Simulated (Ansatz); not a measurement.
Total energies of Mo3H6S8 from Ansatz at PBE-D4/def2-TZVP, gas phase (1 Eh = 27.2114 eV = 2625.5 kJ/mol). The reference geometry is relaxed at r2SCAN-D4/def2-SVP.

```xyz
17

Mo   -0.190   -0.067   -1.206
Mo   -1.082    1.083    0.771
Mo    1.199   -0.523    0.997
S    -1.544   -1.699   -1.508
S     0.481    1.131    2.402
S    -0.256    1.713   -2.738
S     2.198   -0.643   -1.311
S    -2.825   -0.251    1.370
S    -1.653    3.171   -0.008
S     0.562   -2.550    1.826
S     3.428   -0.187    1.508
H    -0.503    0.909   -3.807
H     1.867   -1.943   -1.532
H    -2.753   -1.132    0.292
H    -1.527    3.074   -1.367
H    -0.745   -2.301    1.505
H     3.342    0.216    2.807
```

```tsv
state	geometry	energy (Eh)
charge 0 singlet	reference	-3393.12073
charge 1 doublet	reference	-3392.84443
charge 1 doublet	relaxed at r2SCAN-D4/def2-SVP	-3392.85792
charge -1 doublet	reference	-3393.21577
charge -1 doublet	relaxed at r2SCAN-D4/def2-SVP	-3393.23230
charge 0 triplet	relaxed at r2SCAN-D4/def2-SVP	-3393.10856
free Mo atom (septet)	–	-68.12409
free S atom (triplet)	–	-397.93833
free H atom (doublet)	–	-0.49962
```

In the def2 sets Mo takes a core potential; there is no spin–orbit coupling. Single mean-field runs in def2-TZVP are fitted with def2-universal-jkfit.

Question: Work out the vertical ionisation energy to the doublet.

Answer: E(charge 1 doublet) − E(charge 0 singlet) = -3392.84443 − (-3393.12073) = 0.27630 Eh = 7.52 eV. For comparison, −ε of the highest occupied level is 5.57 eV at this level, 1.95 eV less.

Question: Work out the vertical electron affinity, to the doublet.

Answer: E(charge 0 singlet) − E(charge -1 doublet) = -3393.12073 − (-3393.21577) = 0.09504 Eh = 2.59 eV. The basis lacks diffuse functions, which makes affinities too small.

Question: Give the fundamental gap IE − EA, the Mulliken electronegativity (IE + EA)/2 and the hardness (IE − EA)/2.

Answer: From the values in Eh: IE − EA = 0.27630 − 0.09504 = 0.18126 Eh = 4.93 eV; (IE + EA)/2 = 5.05 eV; (IE − EA)/2 = 2.47 eV. The HOMO–LUMO gap of the same run is 1.15 eV, 3.78 eV smaller than the fundamental gap.

Question: How much does the charge 1 doublet relax, and what is the adiabatic ionisation energy?

Answer: Relaxation: -3392.84443 − (-3392.85792) = 0.01349 Eh = 0.37 eV. Adiabatic ionisation energy: 0.26281 Eh = 7.15 eV, without zero-point energy. 

Question: How much does the charge -1 doublet relax, and what is the adiabatic electron affinity?

Answer: Relaxation: -3393.21577 − (-3393.23230) = 0.01653 Eh = 0.45 eV. Adiabatic electron affinity: 0.11157 Eh = 3.04 eV, without zero-point energy. 

Question: Which of the charge 0 states is lowest, and how far above it are the others?

Answer: The singlet. triplet: -3393.10856 − (-3393.12073) = 0.01217 Eh = 32.0 kJ/mol.

Question: What is the binding energy per atom against free atoms?

Answer: Atoms: 3 × (-68.12409) + 8 × (-397.93833) + 6 × (-0.49962) = -3390.87663 Eh. Binding: -3390.87663 − (-3393.12073) = 2.24410 Eh = 61.07 eV, or 3.59 eV for each of 17 atoms (no zero-point energy, no counterpoise term).
